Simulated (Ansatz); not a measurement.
## Ansatz (development build ahead of 0.2.0) run

```yaml
crystal:
  periodic: [false, false, false]
  atoms:
    - { symbol: V, position_ang: [0.0, 0.0, 0.0] }
    - { symbol: C, position_ang: [0.0, 0.0, 1.96] }
    - { symbol: O, position_ang: [0.0, 0.0, 3.11] }
basis:
  gaussian: { orbitals: pcseg-2 }
magnetization:
  spin_polarized: true
  initial_magnetization: 3
hamiltonian:
  xc: { name: wB97X }
```

The input is written out in the form of the current development build from the run's settings.

Output:

```json
{
  "Converged": "yes",
  "Total energy": "-1057.23493 hartree",
  "Spin squared of the determinant": "4.229",
  "Stability test": "minimum"
}
```

Caution: other spin multiplicities were not run; the unrestricted determinant is spin contaminated.
